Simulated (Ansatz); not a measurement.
Basis-set extrapolation for C2H7BOSi (`COB1C[SiH2]1`) (PBE0-D4/def2-TZVP geometry, frozen core, Ansatz 0.2.0). Multiplicity 1, RHF reference.

|  | def2-TZVPP | def2-QZVPP |
| --- | --- | --- |
| HF | -468.344455 | -468.361765 |
| MP2 correlation | -0.795897 | -0.851394 |
| CCSD(T) correlation | -0.878252 | not run |

Energies in hartree. Use E(X) = E(∞) + A·exp(−7.88·√X) for Hartree–Fock and E(X) = E(∞) + B·X^(−2.97) for correlation, with X = 3 and 4, and add CCSD(T) minus MP2 of the smaller set to the MP2 limit.

**Question.** What is the CCSD(T) energy at the basis-set limit?

**Answer.** HF limit: -468.361765 + (-0.017310) × 0.13774 = -468.36415. MP2 limit: -0.851394 + (-0.055497) × 0.74074 = -0.89250. Higher-order term: -0.878252 − (-0.795897) = -0.08236. Total: -469.33901 hartree, 73.0 kcal/mol below CCSD(T)/def2-TZVPP.
